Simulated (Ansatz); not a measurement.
Ansatz (a first-principles code) input (B3LYP/LANL2DZ): The .json file is the Basis Set Exchange's LANL2DZ.

Ansatz 0.2 input:
```yaml
crystal:
  periodic: [false, false, false]
  atoms:
    - {symbol: C, position_ang: [-2.49609100, -0.61729000, 0.18884500]}
    - {symbol: Si, position_ang: [-1.76885900, 0.83931200, 1.09036200]}
    - {symbol: O, position_ang: [-0.15598100, 1.00121300, 0.72770200]}
    - {symbol: Si, position_ang: [1.08601900, 0.34896700, -0.05399400]}
    - {symbol: Cl, position_ang: [0.69347400, 0.27085100, -2.06922700]}
    - {symbol: Cl, position_ang: [1.40881000, -1.57042200, 0.60522300]}
    - {symbol: H, position_ang: [-3.55744100, -0.72029700, 0.42712500]}
    - {symbol: H, position_ang: [-2.40075700, -0.49584400, -0.89167700]}
    - {symbol: H, position_ang: [-1.99331800, -1.54348600, 0.47333300]}
    - {symbol: H, position_ang: [-1.87247400, 0.67041900, 2.55634000]}
    - {symbol: H, position_ang: [-2.42874900, 2.10260900, 0.69501600]}
    - {symbol: H, position_ang: [2.29807200, 1.13743100, 0.16410300]}
basis:
  gaussian:
    orbitals: LANL2DZ.json
hamiltonian:
  xc: {name: B3LYP}
relax: {f_tol: 0.003, max_steps: 120}
```

From the output:

```
relax step  12: F+E_penalty+E_count = -4210.48513753 eV  Δ(F+E_penalty+E_count) = -2.690e-6 eV  max|allowed force component| = 4.023e-3 eV/Å  Δτ_max = 0.0023 Å  (20 SCF iters, accepted)
these checks for a lower state are left out or cut short: starts, cluster_reference, orbital_swaps, neighbouring_geometries, increment
integrals: 0.03 GiB planned
948 factors; integrals over basis functions are off by at most 3.1e-4 eV
mean field: 0.24 GiB planned
mean field -4210.48513844 eV, -154.7324748683 hartree, gradient 2.8e-5 eV, S^2 0.000000; 0 other end points of the search recorded, 0 dependent functions left out
the calculation of the forces begins
reference -4210.48543053 eV, -154.7324856024 hartree; 21, 21 occupied and 41, 41 virtual orbitals, 948 factors
relax step  13: F+E_penalty+E_count = -4210.48513844 eV  Δ(F+E_penalty+E_count) = -9.041e-7 eV  max|allowed force component| = 2.263e-3 eV/Å  Δτ_max = 0.0006 Å  (19 SCF iters, accepted)
integrals: 0.03 GiB planned
948 factors; integrals over basis functions are off by at most 3.1e-4 eV
mean field: 0.24 GiB planned
mean field evaluation 96: about -4210.3628 eV, gradient 4.7e0 eV
mean field -4210.48513844 eV, -154.7324748683 hartree, gradient 2.8e-5 eV, S^2 0.000000; 1 other end points of the search recorded, 0 dependent functions left out
the calculation of the forces begins
reference -4210.48543053 eV, -154.7324856024 hartree; 21, 21 occupied and 41, 41 virtual orbitals, 948 factors
Total energy: -4210.48543053 eV, -154.7324856024 hartree
Atom 0 at    -2.789030    -0.628248     0.262587 Å, force    -0.002263    -0.000900     0.000264 eV/Å
Atom 1 at    -1.806780     0.768243     1.049009 Å, force     0.001227     0.001639     0.001054 eV/Å
Atom 2 at    -0.185816     0.697900     0.550885 Å, force    -0.000051    -0.000232    -0.000520 eV/Å
Atom 3 at     1.284348     0.390900    -0.071801 Å, force    -0.000487    -0.000301     0.000593 eV/Å
Atom 4 at     1.174187     0.385415    -2.243737 Å, force     0.000083     0.000100     0.000265 eV/Å
Atom 5 at     1.951079    -1.581028     0.557494 Å, force     0.000106     0.000311    -0.000040 eV/Å
Atom 6 at    -3.839616    -0.588524     0.579574 Å, force     0.000637    -0.000101    -0.000388 eV/Å
Atom 7 at    -2.766010    -0.561174    -0.831598 Å, force     0.000407     0.000292    -0.000404 eV/Å
Atom 8 at    -2.388067    -1.606720     0.552669 Å, force     0.000315     0.000066     0.000171 eV/Å
Atom 9 at    -1.798694     0.670943     2.529690 Å, force    -0.000157    -0.000508    -0.000287 eV/Å
Atom 10 at    -2.316785     2.099941     0.638642 Å, force    -0.000080    -0.000338    -0.000191 eV/Å
Atom 11 at     2.293889     1.375815     0.339739 Å, force     0.000261    -0.000029    -0.000518 eV/Å
Dipole moment:    -0.483413     0.330805     0.359812 e Å
```

The geometry given is a B3LYP-D3(BJ)/def2-TZVP minimum.
